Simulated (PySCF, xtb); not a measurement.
C₂H₆Se₂. Atoms are numbered in the order given.

```xyz
10

C      1.8684    -0.7620     1.0915
Se     1.1002     0.3741    -0.3111
Se    -1.1002    -0.3741    -0.3111
C     -1.8684     0.7620     1.0915
H      2.9395    -0.5119     1.1363
H      1.7459    -1.8205     0.8283
H      1.4021    -0.5478     2.0622
H     -2.9395     0.5119     1.1363
H     -1.7459     1.8205     0.8283
H     -1.4021     0.5478     2.0622
```
Charge 0, spin multiplicity 1.

Geometry optimised at r2SCAN-D4/def2-SVP. Other conformers were not sampled.

Calculation: C-PCM-B3LYP/def2-SVP (PySCF).

The values are the electrostatic part of the solvation free energy, E(continuum) − E(gas) at the gas-phase geometry, in a cavity of scaled van der Waals radii (PySCF's table); cavitation and dispersion terms are not included. In vacuum the orbital gap is 5.08 eV. The dipole moment in vacuum is 1.72 D.

Computed values in water (ε = 78.36), tetrahydrofuran (ε = 7.43), diethylether (ε = 4.24):
| solvent | ε | ΔG(elec) (kcal/mol) | dipole (D) | gap (eV) |
|---|---|---|---|---|
| water | 78.36 | -3.0 | 2.40 | 5.14 |
| tetrahydrofuran | 7.43 | -2.6 | 2.29 | 5.14 |
| diethylether | 4.24 | -2.2 | 2.20 | 5.13 |

For comparison, GFN2-xTB/ALPB(water) (xtb, at the GFN2-xTB geometry, all terms of that model) gives -1.4 kcal/mol.
